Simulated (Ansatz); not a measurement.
Ta₂N₂⁻. The state is a doublet with charge -1. Geometry r2SCAN-D4/def2-TZVP, that of the neutral singlet; atoms count from 1.

```xyz
4

Ta   -0.884   -0.320   -0.975
Ta    0.883    0.321    0.975
N    -0.489   -0.920    0.745
N     0.489    0.919   -0.746
```

In the def2 sets Ta takes a core potential; there is no spin–orbit coupling. The charge -1 doublet is spin-contaminated (final ⟨S²⟩ up to 1.41, 0.75 for a pure state). The structure comes from a short search, and lower isomers may exist.

(1) Estimate the Mulliken populations from the PBE0/def2-TZVPD orbitals of Ansatz.

(2) Where does the spin sit?

(3) And the Mayer bond orders between bonded heavy atoms (over 0.3)?

Results:

(1) 
```csv
atom,charge (e),spin (α − β),d electrons
Ta1,-0.04,0.69,2.99
Ta2,-0.04,0.69,2.99
N3,-0.46,-0.19,–
N4,-0.46,-0.19,–
```
Mulliken values and Mayer orders depend strongly on the basis. With diffuse functions, as here, like atoms can get unlike values, and bond orders can come out too low or too high.

(2) Summed by element: Ta 1.37, N -0.37, of 1 unpaired in all. Largest on single atoms: Ta1 0.69, Ta2 0.69, N3 -0.19.

(3) Ta1–Ta2 1.56 (2.71 Å); Ta1–N3 1.32 (1.86 Å); Ta1–N4 1.32 (1.86 Å); Ta2–N3 1.32 (1.86 Å); Ta2–N4 1.32 (1.86 Å).
